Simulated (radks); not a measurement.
Results of a calculation; reference values are marked as such.
Yb IV, configuration [Xe] 4f13 (the NIST ground configuration).

Code: a radial shooting solver on a logarithmic mesh with Libxc functionals. Model: scalar-relativistic Kohn-Sham, r2SCAN, spin-unpolarised, spherical densities, finite nucleus; meta-GGA in the generalised Kohn-Sham scheme; Fermi nuclear charge, rms radius 5.3108 fm.

Energy parts (eV):
| part | energy |
|---|---|
| total | -382536.46 |
| kinetic | 416804.82 |
| electron-nucleus | -939386.87 |
| Hartree | 147997.81 |
| exchange-correlation | -7952.23 |

Orbitals (lengths in bohr, moments of r in powers of bohr):
1s: occ. 2; eigenvalue (eV) -61346.03; <r^2> 0.0005301; <r^4> 7.566e-07; <r> 0.01966; <1/r> 80.62
2s: occ. 2; eigenvalue (eV) -10445.80; <r^2> 0.008209; <r^4> 0.0001162; <r> 0.08332; <1/r> 18.81
2p: occ. 6; eigenvalue (eV) -9207.469; <r^2> 0.006717; <r^4> 0.00008934; <r> 0.07415; <1/r> 17.26
3s: occ. 2; eigenvalue (eV) -2390.214; <r^2> 0.05356; <r^4> 0.004328; <r> 0.2165; <1/r> 6.961
3p: occ. 6; eigenvalue (eV) -2015.074; <r^2> 0.05412; <r^4> 0.004605; <r> 0.2160; <1/r> 6.474
3d: occ. 10; eigenvalue (eV) -1557.766; <r^2> 0.04512; <r^4> 0.003604; <r> 0.1961; <1/r> 6.121
4s: occ. 2; eigenvalue (eV) -502.5734; <r^2> 0.2685; <r^4> 0.1048; <r> 0.4878; <1/r> 2.932
4p: occ. 6; eigenvalue (eV) -378.7837; <r^2> 0.3048; <r^4> 0.1391; <r> 0.5176; <1/r> 2.678
4d: occ. 10; eigenvalue (eV) -215.0327; <r^2> 0.3625; <r^4> 0.2147; <r> 0.5589; <1/r> 2.369
5s: occ. 2; eigenvalue (eV) -87.3239; <r^2> 1.590; <r^4> 3.734; <r> 1.189; <1/r> 1.113
5p: occ. 6; eigenvalue (eV) -58.0496; <r^2> 2.171; <r^4> 7.183; <r> 1.385; <1/r> 0.9384
4f: occ. 13; eigenvalue (eV) -35.8961; <r^2> 0.6957; <r^4> 1.324; <r> 0.7300; <1/r> 1.794

The highest occupied level is 4f at -35.896 eV. For comparison, the ionisation energy in NIST's Atomic Spectra Database is 43.61 eV (semi-empirical). In exact Kohn-Sham theory the highest level is minus the ionisation energy, but local and semilocal functionals leave it too shallow, through self-interaction and a potential that decays too fast; potentials with the right tail come closer. Summed over all electrons, <r^2> = 32.18 bohr^2, which gives a Langevin (diamagnetic) susceptibility term of -25.5 x 10^-6 cm^3/mol. The electron density at the nucleus is 1.085e+06 e/bohr^3 (large components only).

Beside tabulated values, note that spin-unpolarised runs miss the spin-polarisation part of the exchange energy of open shells.
